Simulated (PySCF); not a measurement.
H8N2OSi2, SMILES N[SiH2]N[SiH2]O.

The structure is a stationary point at PBE-D3(BJ)/def2-SVP. The structure was generated by enumeration, and PubChem lists no compound with its InChIKey, so it may never have been made. The values are those of a single conformer.

Computed with TDDFT-CAM-B3LYP/def2-SVPD run with PySCF.

Vertical excitations. 

Problem. Give excitation energies, oscillator strengths and character. (An estimate is asked for; the answer gives what the named calculation found.)

Solution. 
| state | energy (eV) | λ (nm) | f | main pairs |
|---|---|---|---|---|
| S1 | 6.42 | 193 | 0.041 | HOMO→LUMO 73 %, HOMO→LUMO+1 15 % |
| S2 | 6.90 | 180 | 0.059 | HOMO−1→LUMO 50 %, HOMO→LUMO+2 24 % |
| S3 | 7.33 | 169 | 0.058 | HOMO→LUMO+1 58 %, HOMO→LUMO+2 9 %, HOMO−1→LUMO+1 9 %, HOMO→LUMO 9 % |
| S4 | 7.55 | 164 | 0.014 | HOMO−2→LUMO 22 %, HOMO−1→LUMO 21 %, HOMO→LUMO+2 18 %, HOMO−2→LUMO+1 7 % |
| S5 | 7.71 | 161 | 0.009 | HOMO→LUMO+2 32 %, HOMO−2→LUMO 27 %, HOMO−1→LUMO 11 %, HOMO−1→LUMO+1 10 % |
| S6 | 7.89 | 157 | 0.008 | HOMO→LUMO+3 52 %, HOMO→LUMO+4 18 %, HOMO−1→LUMO+2 11 % |
| S7 | 7.99 | 155 | 0.052 | HOMO−1→LUMO+1 40 %, HOMO−2→LUMO 15 %, HOMO→LUMO+6 7 % |
| S8 | 8.05 | 154 | 0.001 | HOMO→LUMO+4 22 %, HOMO→LUMO+3 17 %, HOMO→LUMO+8 11 %, HOMO→LUMO+5 8 % |
| S9 | 8.23 | 151 | 0.032 | HOMO→LUMO+7 30 %, HOMO−1→LUMO+2 12 %, HOMO−3→LUMO 9 %, HOMO→LUMO+9 6 % |
| S10 | 8.34 | 149 | 0.015 | HOMO→LUMO+6 23 %, HOMO−1→LUMO+2 19 %, HOMO−3→LUMO 16 %, HOMO→LUMO+4 12 % |
| T1 | 6.02 | 206 | 0 | HOMO→LUMO 70 %, HOMO→LUMO+1 14 % |
| T2 | 6.49 | 191 | 0 | HOMO−1→LUMO 47 %, HOMO→LUMO+2 20 %, HOMO→LUMO+1 7 % |
| T3 | 6.95 | 179 | 0 | HOMO→LUMO+2 30 %, HOMO→LUMO+1 28 %, HOMO−1→LUMO+1 10 %, HOMO−1→LUMO+2 6 % |
| T4 | 7.25 | 171 | 0 | HOMO−2→LUMO 35 %, HOMO−2→LUMO+1 12 %, HOMO→LUMO+1 10 %, HOMO−1→LUMO 7 % |
Triplets are in the Tamm–Dancoff approximation, which puts them higher than full response would, so one can lie above its singlet here.
